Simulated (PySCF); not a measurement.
State search for InC

Unrestricted PBE0; In cc-pVTZ-PP with ECP28, C cc-pVTZ; scalar-relativistic core potentials (PySCF 2.14). Outer shells of the fragments: In 4d10 5s2 5p1; C 2s2 2p2.

Followed along the bond (rough minima from three points):

| 2Ms+1 | unpaired | ⟨S²⟩ at the start | R at minimum (Å) | Te (eV) |
| --- | --- | --- | --- | --- |
| 4 | σ ↑, π ↑↑ | 3.76 | 2.21 | 0.00 |
| 2 | σ ↓, π ↑↑ | 1.77 | 2.20 | 0.56 |
| 2 | σ ↑, π ↑↓ | 1.76 | 2.21 | 0.61 |
| 2 | π ↑ | 0.85 | 2.05 | 1.58 |

Solutions found at the starting distance of 2.100 Å, counted from the lowest of them; the search is not exhaustive and high or unbound solutions are not listed, so other states can lie among these:

```json
{"2Ms+1": "4", "unpaired": "σ ↑, π ↑↑", "term": "⁴Σ⁻", "E (eV)": "0.00", "⟨S²⟩": "3.76", "⟨Lz²⟩": "0.00", "μ (D)": "-2.29"}
{"2Ms+1": "2", "unpaired": "σ ↓, π ↑↑", "term": "mixed", "E (eV)": "0.54", "⟨S²⟩": "1.77", "⟨Lz²⟩": "0.00", "μ (D)": "-2.63"}
{"2Ms+1": "2", "unpaired": "σ ↑, π ↑↓", "term": "mixed", "E (eV)": "0.60", "⟨S²⟩": "1.76", "⟨Lz²⟩": "2.01", "μ (D)": "-2.41"}
{"2Ms+1": "2", "unpaired": "π ↑", "term": "²Π", "E (eV)": "1.54", "⟨S²⟩": "0.85", "⟨Lz²⟩": "1.01", "μ (D)": "-3.58"}
{"2Ms+1": "2", "unpaired": "σ ↑", "term": "mixed", "E (eV)": "1.68", "⟨S²⟩": "0.76", "⟨Lz²⟩": "2.00", "μ (D)": "-2.14"}
{"2Ms+1": "2", "unpaired": "π ↑", "term": "²Π", "E (eV)": "1.82", "⟨S²⟩": "0.75", "⟨Lz²⟩": "1.00", "μ (D)": "-0.94"}
```

A term symbol is given only where ⟨S²⟩ and ⟨Lz²⟩ are close to those of a pure state; real π, δ and φ orbitals otherwise mix terms. A positive dipole means In(−)C(+).

Spin–orbit coupling is left out.
